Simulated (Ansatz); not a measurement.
HCl3Ge, charge -1, doublet, at a GFN2-xTB geometry (a state made from the parent by changing its charge; the spin is typed, not shown lowest) (a gas-phase anion, which may not be bound at this level); CAM-B3LYP/cc-pVDZ run with Ansatz (an electronic-structure program).

Here is a job for Ansatz.
Ansatz 0.2 input:
```yaml
crystal:
  periodic: [false, false, false]
  atoms:
    - {symbol: Ge, position_ang: [0.18961606, 0.14465705, 0.11687467]}
    - {symbol: Cl, position_ang: [-0.81013033, 2.36575078, -0.06066118]}
    - {symbol: Cl, position_ang: [2.01410151, -1.47877166, 0.11574629]}
    - {symbol: Cl, position_ang: [-1.55983724, -1.16332174, -0.38022513]}
    - {symbol: H, position_ang: [-0.01799083, 0.06879887, 1.78739072]}
basis:
  gaussian:
    orbitals: cc-pVDZ
hamiltonian:
  xc: cam_b3lyp
total_charge: -1
magnetization: {spin_polarized: true, initial_magnetization: 1}
accuracy: high
```

It wrote (shortened):

```
Functional definition: CAM-B3LYP
1903 factors; integrals over basis functions are off by at most 4.4e-9 eV
394 factors; integrals over basis functions are off by at most 2.0e-9 eV
mean field evaluation 1: about -94109.5620 eV, gradient 1.3e1 eV
mean field evaluation 2: about -94109.7810 eV, gradient 1.3e1 eV
mean field evaluation 4: about -94110.7578 eV, gradient 8.9e-1 eV
mean field evaluation 8: about -94110.8254 eV, gradient 3.9e-2 eV
mean field evaluation 16: about -94110.8255 eV, gradient 3.5e-4 eV
mean field -94110.82545628 eV, -3458.5090449098 hartree, gradient 9.0e-8 eV, S^2 0.755352; 0 other end points of the search recorded, 0 dependent functions left out
reference -94110.82547581 eV, -3458.5090456274 hartree; 43, 42 occupied and 43, 44 virtual orbitals, 1903 factors
Total energy: -94110.82547581 eV, -3458.5090456274 hartree
```
